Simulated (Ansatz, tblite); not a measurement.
Cost and result up the ladder for [VO2(OH)2]- (VO₄H₂⁻) (7 atoms). Charge -1, multiplicity 1. Geometry: PBE-D4/def2-SVPD.

```tsv
atom	x (Å)	y (Å)	z (Å)
V1	-0.058	-0.290	-0.246
O2	1.109	-1.335	-0.712
O3	-1.501	-0.616	-0.940
O4	0.449	1.442	-0.720
H5	-0.342	1.945	-0.981
O6	-0.238	-0.391	1.609
H7	0.582	-0.754	1.988
```

Ansatz on 4 threads of Arm Neoverse V1 on a shared host; xTB runs through tblite on one thread. Times are rough, summed over both states, and most runs start from the orbitals of an earlier one. No level here is sound enough to serve as a yardstick. The other state is a doublet.

The xTB rows come from tblite.

Run but left out: HF/def2-SVPD, MP2/def2-SVPD, CCSD/def2-SVPD, CCSD(T)/def2-SVPD (singlet: restricted singlet, unstable towards broken spin symmetry).

Raw xTB energies of ions are shifted by several eV.

| level | functions | wall time | vertical IE (eV) | remarks |
| --- | --- | --- | --- | --- |
| GFN2-xTB | 27 | 0.007 s | 9.96 | – |
| GFN1-xTB | 29 | 0.01 s | 11.70 | – |
| PBE-D4/def2-TZVPD | 226 | 8.3 s | 4.51 | restricted SCF unstable in HF (-1 singlet) |
| r2SCAN-D4/def2-TZVPD | 226 | 14 s | 4.59 | restricted SCF unstable in HF (-1 singlet) |
| PBE0-D4/def2-TZVPD (with forces) | 226 | 15 s | 4.73 | restricted SCF unstable in HF (-1 singlet), spin-contaminated (⟨S²⟩ 0.83) (doublet) |
